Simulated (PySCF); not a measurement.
How methods differ on the excitation energy of Dy

Dy [Xe] 4f10 6s2 (high-spin determinant) → Dy [Xe] 4f10 5d1 6s1 (high-spin determinant), as a difference of total energies. All numbers are calculated (PySCF 2.14, the spin-free X2C one-electron Hamiltonian (Gaussian nucleus), in cc-pVDZ-X2C (8s7p5d3f1g, 84 functions)). Correlated levels: valence: [Kr] 4d10 frozen; valence and next inner shell: [Ar] 3d10 frozen. The calculations carry no spin-orbit coupling.

```json
{"method": "UHF", "excitation energy (eV)": "1.987"}
{"method": "LDA", "excitation energy (eV)": "2.089"}
{"method": "PBE0", "excitation energy (eV)": "1.984"}
{"method": "MP2 (valence)", "excitation energy (eV)": "2.416"}
{"method": "SCS-MP2 (valence)", "excitation energy (eV)": "2.630"}
{"method": "MP2 (valence and next inner shell)", "excitation energy (eV)": "2.445"}
{"method": "SCS-MP2 (valence and next inner shell)", "excitation energy (eV)": "2.644"}
```

Q: How much does correlation contribute at MP2 (valence and next inner shell)?

A: 2.445 − (1.987) = 0.458 eV, measured against UHF.

A first-order spin-orbit estimate (lowest level to lowest level, LS coupling) adds 0.074 eV.

In the upper state the promoted electron has a positive orbital energy at LDA, so the basis confines it.

The determinant of the upper state and of the lower state mixes LS terms, which raises its energy above the lowest term, most at the Hartree-Fock and MP2 levels.
